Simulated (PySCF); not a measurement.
Input file for PySCF: R-B3LYP/LANL2DZ on BFHI (SMILES FBI), a point of a bond scan (R = 1.443 Å).

```python
from pyscf import gto, scf, dft, mp
from pyscf.data.elements import chemcore

mol = gto.M(
    atom='''
    B    -0.24474767   -1.33345574    0.80641967
    F     0.89600733   -1.78478555    1.56570286
    H    -1.26010087   -1.94582817    0.81786299
    I    -0.08767701    0.45862089   -0.34566142
    ''',
    basis='lanl2dz',
    ecp={'I': 'lanl2dz'},
    charge=0, spin=0, verbose=3, max_memory=1800)
mf = dft.RKS(mol, xc='b3lyp')
mf.conv_tol = 1e-8
mf.max_cycle = 100
mf.kernel()
if not mf.converged:
    mf = mf.newton().run(mf.mo_coeff, mf.mo_occ)
```

Q: What total energy does the run end on?

A: -136.7395 hartree.
